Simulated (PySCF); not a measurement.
CH5AsGa, multiplicity 2. Atoms are numbered in the order given.

```xyz
8

Ga    -0.7139     0.8271     0.0322
C     -0.5021     1.6822    -1.7892
H     -1.2422     2.4736    -1.9757
H     -0.5977     0.9013    -2.5626
H      0.5117     2.1134    -1.8535
As     0.8031    -1.1393     0.4593
H      0.0321    -1.9205    -0.6141
H     -0.0625    -1.7029     1.5860
```
Charge 0, spin multiplicity 2.

Coordinates come from a B3LYP-D3(BJ)/def2-SVP optimisation. The multiplicity is an assumed one; no other spin state was optimised. The isomer is the one that the SMILES or the coordinates give; other isomers of the formula were not compared.

Level of theory: TDA-PBE/def2-SVPD (PySCF).

Vertical excitations. Isolated molecule, no solvent.

### Question
Give excitation energies, oscillator strengths and character. (The exact figures need the calculation; the answer reports its results.)

### Answer

```csv
state,energy (eV),λ (nm),f,main pairs
root 1,1.99,621,0.011,α HOMO→LUMO 99 %
root 2,2.89,429,0.051,β HOMO→LUMO 91 %
root 3,3.70,335,0.001,"α HOMO−1→LUMO 51 %, β HOMO→LUMO+1 40 %, β HOMO−1→LUMO 8 %"
root 4,3.72,333,0.003,α HOMO→LUMO+1 96 %
root 5,3.85,322,0.003,"α HOMO→LUMO+2 32 %, α HOMO−1→LUMO 5 %, β HOMO−1→LUMO 55 %"
root 6,3.91,317,0.007,"α HOMO→LUMO+2 65 %, β HOMO−1→LUMO 31 %"
root 7,4.12,301,0.022,"α HOMO−1→LUMO 32 %, α HOMO→LUMO+3 23 %, β HOMO→LUMO+1 42 %"
root 8,4.31,288,0.213,"α HOMO→LUMO+3 67 %, β HOMO→LUMO+1 12 %"
root 9,4.50,275,0.038,α HOMO→LUMO+4 97 %
root 10,4.88,254,0.008,"α HOMO−2→LUMO 77 %, β HOMO−1→LUMO+1 20 %"
```
Unrestricted roots are not spin-pure.
